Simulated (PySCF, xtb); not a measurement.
W(S)2(NH2)(SH) (H₃NS₃W), SMILES [NH2][W](=[S])(=[S])[SH], multiplicity 1. Other conformers were not sampled.

Harmonic wavenumbers (cm⁻¹) from GFN2-xTB in xtb at its own minimum, in rising order: 107, 119, 126, 138, 145, 205, 285, 313, 471, 490, 503, 523, 544, 581, 1444, 2328, 3260, 3281.

What does PBE0-D3(BJ)/def2-SVP in PySCF give at its own minimum? (The exact figures need the calculation; the answer reports its results.)

126, 136, 161, 176, 198, 267, 359, 387, 525, 548, 557, 629, 659, 721, 1498, 2686, 3573, 3679. Paired by order, the mean absolute difference is 112 cm⁻¹ and the zero-point energies are 21.2 and 24.1 kcal/mol.
